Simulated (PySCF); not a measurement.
BaCl, SMILES [Cl][Ba+], charge +1. Heavy atoms are numbered as in [Ba+:1][Cl:2].

Geometry: B3LYP-D3(BJ)/def2-TZVPD. The spin state was assumed, not searched. The def2 effective core potentials stand for the cores of Ba; spin–orbit coupling is left out.

These are PySCF with r2SCAN/def2-TZVPD values and carry that method's errors.

Mulliken values depend strongly on the basis, most of all with diffuse functions as here. ESP charges are fitted to the potential on shells at 1.4 to 2.0 van der Waals radii. Atomic charges (e), one atom of each kind:

```json
[
 {"atom": "Ba1", "Mulliken": "1.62", "ESP fit": "?"},
 {"atom": "Cl2", "Mulliken": "-0.62", "ESP fit": "?"}
]
```

Q: What belongs in the gaps? (An estimate is asked for; the answer gives what the named calculation found.)

A: 
- Ba1, ESP fit: 1.46
- Cl2, ESP fit: -0.46
